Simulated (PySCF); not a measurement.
Isomers of C5H9BO3, from PBE0-D3(BJ)/def2-SVP geometry optimisation, gas phase (PySCF). One conformer each, no zero-point energy, no frequencies.

Question: Which is lower in electronic energy at this level?
A. `[CH3:1][CH2:2][O:3][C:4]1=[CH:5][O:6][BH2-:7][O+:8]=[CH:9]1` with C1–C2–O3–C4 178°, C2–O3–C4–C5 164°, C4–C5–O6–B7 -14°, C5–O6–B7–O8 43°, O6–B7–O8–C9 -45°, O3–C4–C9–O8 -178°: A = 4558, B = 910.9, C = 782.4 MHz, dipole 5.38 D
B. `[CH3:1][C:2](=[O:3])[C@@H:4]1[CH2:5][CH2:6][O:7][BH:8][O:9]1` with C1–C2–C4–C5 148°, C2–C4–C5–C6 -76°, C4–C5–C6–O7 -51°, C5–C6–O7–B8 27°, C6–O7–B8–O9 1°: A = 2699, B = 1443, C = 1161 MHz, dipole 0.89 D

Answer: B. That is `CC(=O)[C@@H]1CCOBO1`, 56.5 kcal/mol below the other.

```
               SMILES                                                 mapped SMILES      E (Eh)  relative (kcal/mol)  relative (kJ/mol)  dipole (D)
  CC(=O)[C@@H]1CCOBO1  [CH3:1][C:2](=[O:3])[C@@H:4]1[CH2:5][CH2:6][O:7][BH:8][O:9]1  -445.74077                  0.0                0.0        0.89
CCOC1=CO[BH2-][O+]=C1   [CH3:1][CH2:2][O:3][C:4]1=[CH:5][O:6][BH2-:7][O+:8]=[CH:9]1  -445.65080                 56.5              236.2        5.38
```
